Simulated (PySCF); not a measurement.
Sn⁺: ionisation energy

Sn⁺ [Kr] 4d10 5s2 5p1 (2P) → Sn²⁺ [Kr] 4d10 5s2 (1S), as a difference of total energies. Computed with PySCF 2.14 in def2-TZVP with the def2 core potential (28 electrons) (6s5p3d2f, 50 functions), with scalar relativity through the core potential. Correlated levels: valence: 4s2 4p6 4d10 frozen. The calculations carry no spin-orbit coupling.

```csv
method,ionisation energy (eV)
UHF,13.750
PBE,14.221
M06-2X,14.137
MP2 (valence),13.946
SCS-MP2 (valence),13.933
CCSD (valence),14.009
CCSD(T) (valence),14.027
```

How much does correlation contribute at CCSD(T) (valence)?

14.027 − (13.750) = 0.277 eV, measured against UHF.

Errors of the correlated levels include the incompleteness of this basis and the frozen core.

For comparison: 14.282 eV (measured; NIST levels, between the centres of gravity of the two terms).
